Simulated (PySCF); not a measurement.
A structure optimised at PBE0-D3(BJ)/def2-SVP, used in a PySCF frequency run:

```
N
H 1 1.0117
B 1 1.4097 2 116.94
O 3 1.3649 1 124.52 2 180.00
H 4 0.9619 3 113.93 1 0.00
C 1 1.4372 2 114.47 3 180.00
H 6 1.1010 1 110.57 2 180.00
H 6 1.1042 7 106.58 5 -122.63
H 6 1.1042 7 106.58 8 -114.74
H 3 1.2100 4 116.99 5 180.00
```
Charge 0, spin multiplicity 1.

Task: Write its SMILES, formula and point group.

Result: CNBO, CH6BNO, Cs

Task: What are its rotational constants (standard atomic weights)?

Result: 18.129, 5.3250, 4.2262 GHz
